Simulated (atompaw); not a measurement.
# u(r) = r·R(r): atom against pseudo-atom (Br (Z = 35))

Columns: radius, all-electron u(r) and pseudo u(r) of the 4p shell (level -8.00 eV) of bromine in the configuration [Ar] 3d10 4s2 4p5; LDA (PW92), scalar-relativistic, PAW (atompaw) scheme, atompaw 4.2.0.5.

```tsv
r (bohr)	all-electron	pseudo
0.056	0.1563	0.0021
0.112	0.2036	0.0084
0.167	0.0967	0.0185
0.223	-0.0644	0.0328
0.279	-0.2066	0.0510
0.335	-0.2998	0.0728
0.390	-0.3391	0.0975
0.446	-0.3330	0.1259
0.502	-0.2915	0.1570
0.558	-0.2255	0.1908
0.613	-0.1458	0.2259
0.669	-0.0567	0.2635
0.725	0.0351	0.3024
0.781	0.1257	0.3422
0.837	0.2124	0.3825
0.892	0.2920	0.4220
0.948	0.3664	0.4618
1.004	0.4336	0.5006
1.060	0.4933	0.5381
1.115	0.5447	0.5729
1.171	0.5900	0.6062
1.227	0.6285	0.6367
1.283	0.6606	0.6640
1.338	0.6864	0.6874
1.394	0.7073	0.7074
1.450	0.7233	0.7233
```

(1) How many radial nodes do the two functions have?

(2) Is the pseudo-wave norm-conserving?

## Answers

(1) The all-electron 4p function has n − l − 1 = 2; the pseudo-wave has 0, since the states of the same l below it are removed with the core.

(2) No, it belongs to a PAW set: the norm inside the radius is not constrained, and the difference is carried by the augmentation charge.
